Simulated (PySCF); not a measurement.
Species: C6H13NOSi2.
Numbering: `[CH3:1][N:2]([CH3:3])[C:4](=[O:5])[C@H:6]1[CH:7]=[CH:8][SiH2:9][SiH2:10]1`

Cartesian coordinates in Å at the GFN2-xTB level; atoms count from 1:
```
atom  x, y, z in Å
C1    -2.3121   -0.4696   -1.0040
N2    -1.6906    0.3077    0.0423
C3    -2.5465    1.2463    0.7342
C4    -0.4114    0.1612    0.4433
O5     0.0699    0.8652    1.3263
C6     0.4604   -0.8752   -0.1990
C7     1.2569   -0.1459   -1.2384
C8     2.3631    0.5301   -0.9439
Si9    3.0282    0.4264    0.8205
Si10   1.6285   -1.3472    1.2707
H11   -2.6163   -1.4583   -0.6450
H12   -3.2000    0.0596   -1.3470
H13   -1.6419   -0.5911   -1.8534
H14   -3.4085    0.7300    1.1628
H15   -1.9643    1.7063    1.5303
H16   -2.8955    2.0222    0.0488
H17   -0.1128   -1.6881   -0.6420
H18    0.8470   -0.1476   -2.2451
H19    2.8623    1.0910   -1.7223
H20    4.4754    0.1413    0.7587
H21    2.8699    1.6807    1.5549
H22    0.8214   -1.5145    2.4780
H23    2.1122   -2.7034    0.9364
```

Probes without a nucleus sit at each ring's centroid and 1 Å off its mean plane on both sides; NICS is minus the shielding there, NICSzz its component along the normal. Level: GIAO PBE0/pcSseg-1 (PySCF, non-relativistic, gas phase) on the GFN2-xTB geometry, one conformer.

Ring bond lengths (Å), with Mayer bond orders in brackets: C6–C7 1.499 (1.01), C7–C8 1.329 (1.91), C8–Si9 1.888 (0.88), Si9–Si10 2.304 (0.91), Si10–C6 1.936 (0.82).

**Question.** What do the NICS probes read (ppm)?

**Answer.** 
| ring | type | NICS(0) | NICS(1), two faces | NICS(1)zz, two faces | rms pucker (Å) | centre to ring atoms, mean (Å) |
| --- | --- | --- | --- | --- | --- | --- |
| C6–C7–C8–Si9–Si10 | 5-membered ring with 2 Si; formal bonds 1 double, 4 single | -1.7 | -3.7 / -2.0 | -2.9 / -4.0 | 0.16 | 1.49 |

**Question.** What do they say, and how far can they be read as aromaticity?

**Answer.** 
- C6–C7–C8–Si9–Si10: mean NICS(1)zz -3.5 ppm, shielded. C6, Si9, Si10 have four or more neighbours, and the NICS criterion for π rings isn't applied.

**Question.** What field does 1 T along the ring normal induce along that normal at the first NICS(1) probe listed for ring C6–C7–C8–Si9–Si10, 1 Å off the ring?

**Answer.** NICSzz × B0 = -2.9 ppm × 1 T = -3 μT, against the applied field.

**Question.** How shielded are the nuclei of the rings and their hydrogens (means over atoms taken as equivalent)?

**Answer.** 
```csv
atoms,environment,σ isotropic (ppm),"principal values of the symmetric part, first atom (ppm)"
C6,sp3 carbon bound to silicon,143.0,"118.4, 149.6, 161.0"
C7,alkene CH carbon,34.2,"-88.2, 44.7, 145.9"
C8,alkene CH carbon,47.3,"-66.9, 42.1, 166.9"
Si9,SiH2 silicon,414.6,"385.6, 406.3, 452.0"
Si10,SiH2 silicon,406.5,"357.6, 406.5, 455.6"
H17,methine hydrogen,28.14,"24.2, 28.2, 32.1"
H18,vinylic hydrogen,24.60,"21.7, 24.3, 27.8"
H19,vinylic hydrogen,25.00,"23.4, 24.7, 26.9"
H20,Si–H hydrogen,27.39,"23.9, 24.6, 33.7"
H21,Si–H hydrogen,27.03,"23.3, 25.5, 32.3"
H22,Si–H hydrogen,27.74,"23.8, 26.6, 32.8"
H23,Si–H hydrogen,27.73,"23.8, 25.2, 34.2"
```

The run took 80 s of wall time on Arm Neoverse V2, one thread, shared host with 32 logical CPUs at a one-minute load of 29, and the process peaked at 1.2 GiB of memory. This is the whole shielding run at PBE0/pcSseg-1, SCF included.
